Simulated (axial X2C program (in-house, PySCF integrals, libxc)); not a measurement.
# MnCN⁺: the levels of the configuration d4 s1 p(π)0

Calculated with an axial X2C code built on PySCF integrals: two-component X2C with atomic mean-field Coulomb and Gaunt terms, basis Mn dyall-v3z, C dyall-v3z, N dyall-v3z (cores contracted in-house). Orbitals come from Hartree–Fock averaged over the configuration Mn d4 s1 p(π)0; CI then distributes these electrons over the d, s, p(π) shells of Mn.

Mn–C–N held linear, bonds 1.973 and 1.160 Å (the second held) (near the minimum of the configuration average).

Lowest levels of this model:

```tsv
Ω	energy (cm⁻¹)	g∥	configuration
5/2	0	10.01	94% d5 + 5% d4 s1
3/2	1	6.01	94% d5 + 5% d4 s1
1/2	1	2.00	94% d5 + 5% d4 s1
```

g∥ is the magnitude of 2⟨Lz + ge Sz⟩ for the +Ω component.

(1) From Ω and g∥ of the lowest level, whose 2⟨Lz + ge Sz⟩ is positive, find ⟨Sz⟩ and ⟨Lz⟩ (ge = 2.0023).

Occupations of the active spinors in the lowest level by ω, shell by shell in order of energy: -5/2: 0.00; -3/2: 0.99 0.01 0.00; -1/2: 1.00 0.00 0.00 0.00; 1/2: 0.01 0.94 0.05 0.00; 3/2: 0.01 0.99 0.00; 5/2: 1.00. The leading determinant has weight 0.93 among 433.

This point took 1.4 s on 1 thread of Intel(R) Xeon(R) Platinum 8488C (Sapphire Rapids), with other jobs on the host.

There is no dynamic correlation: spin–orbit spacings and, for f shells, spacings inside one term are the most reliable numbers, splittings between terms come out too wide, and energies between configurations are not reliable, so the lowest level need not be the ground state of the molecule. The lowest levels belong to d5, not to the averaged configuration, so orbitals and distance suit them less well. For d shells the ligand-field splittings (σ, π, δ) and their order can be off by a thousand cm⁻¹ or more. At most 4 roots were kept for each Ω > 0 (twice that for Ω = 0) within 3.2 eV of the lowest, so higher up levels can be missing between those listed; levels with Ω > 0 are doubly degenerate and listed once, Ω = 0 levels singly. States that fill the shells left empty in the average are placed too high. The molecule was held linear; bending was not examined.

## Answers

(1) Ω = ⟨Lz⟩ + ⟨Sz⟩ = 5/2 and ⟨Lz⟩ + ge⟨Sz⟩ = 5.005, so ⟨Sz⟩ = 2.50 and ⟨Lz⟩ = 0.00.
